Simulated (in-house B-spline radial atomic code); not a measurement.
Tm: [Kr] 4d10 4f13 5s2 5p5 6s2 9s1 (an excited or competing configuration)

Computed with an all-electron radial atomic-structure program (B-spline basis): Dirac-Hartree-Fock, average of configuration, Fermi nucleus of rms radius 5.2256 fm.

Screening seen three ways: the hydrogenic charge with the same mean radius, Z_r = [3n² - l(l+1)]/(2<r>), the one with the same energy, Z_e = n√(-2ε), and Slater's rules. Values are occupation-weighted means over j. An effective charge above Z reflects the relativistic contraction of the inner shells.

```json
{"shell": "1s", "electrons": "2", "ε (eV)": "-59761", "<r> (bohr)": "0.02001", "Z_r": "74.97", "Z_e": "66.27", "Slater": "68.70"}
{"shell": "2s", "electrons": "2", "ε (eV)": "-10218", "<r> (bohr)": "0.08423", "Z_r": "71.23", "Z_e": "54.81", "Slater": "64.85"}
{"shell": "2p", "electrons": "6", "ε (eV)": "-9061.9", "<r> (bohr)": "0.07506", "Z_r": "66.62", "Z_e": "51.62", "Slater": "64.85"}
{"shell": "3s", "electrons": "2", "ε (eV)": "-2360", "<r> (bohr)": "0.2199", "Z_r": "61.40", "Z_e": "39.51", "Slater": "57.75"}
{"shell": "3p", "electrons": "6", "ε (eV)": "-1999.2", "<r> (bohr)": "0.2191", "Z_r": "57.05", "Z_e": "36.37", "Slater": "57.75"}
{"shell": "3d", "electrons": "10", "ε (eV)": "-1531.3", "<r> (bohr)": "0.1998", "Z_r": "52.56", "Z_e": "31.83", "Slater": "47.85"}
{"shell": "4s", "electrons": "2", "ε (eV)": "-501.06", "<r> (bohr)": "0.4986", "Z_r": "48.13", "Z_e": "24.27", "Slater": "41.25"}
{"shell": "4p", "electrons": "6", "ε (eV)": "-379.19", "<r> (bohr)": "0.5286", "Z_r": "43.51", "Z_e": "21.12", "Slater": "41.25"}
{"shell": "4d", "electrons": "10", "ε (eV)": "-209.76", "<r> (bohr)": "0.5743", "Z_r": "36.57", "Z_e": "15.71", "Slater": "29.85"}
{"shell": "5s", "electrons": "2", "ε (eV)": "-74.604", "<r> (bohr)": "1.24", "Z_r": "30.23", "Z_e": "11.71", "Slater": "12.55"}
{"shell": "5p", "electrons": "5", "ε (eV)": "-44.123", "<r> (bohr)": "1.456", "Z_r": "25.07", "Z_e": "9.00", "Slater": "12.55"}
{"shell": "4f", "electrons": "13", "ε (eV)": "-25.051", "<r> (bohr)": "0.7583", "Z_r": "23.74", "Z_e": "5.43", "Slater": "18.80"}
{"shell": "6s", "electrons": "2", "ε (eV)": "-11.269", "<r> (bohr)": "3.538", "Z_r": "15.26", "Z_e": "5.46", "Slater": "3.70"}
{"shell": "9s", "electrons": "1", "ε (eV)": "-0.64899", "<r> (bohr)": "31.66", "Z_r": "3.84", "Z_e": "1.97", "Slater": "1.00"}
```

The least bound orbital is 9s1/2 at -0.649 eV, and it is also the most diffuse (<r> = 31.66 bohr). The part-filled 5p shell lies below the filled 6s shell in orbital energy.

Spin-orbit splittings of the orbital energies (j = l + 1/2 above j = l - 1/2 when positive): 2p 982.6 eV, 3p 211.2 eV, 3d 45.66 eV, 4p 47.99 eV, 4d 8.936 eV, 5p 6.184 eV, 4f 1.386 eV.

For the 1s electron the small component carries 6.69 % of the norm, the zero-frequency Breit interaction raises the level by 193 eV, self-energy by 118 eV, and vacuum polarisation lowers it by 20.72 eV.
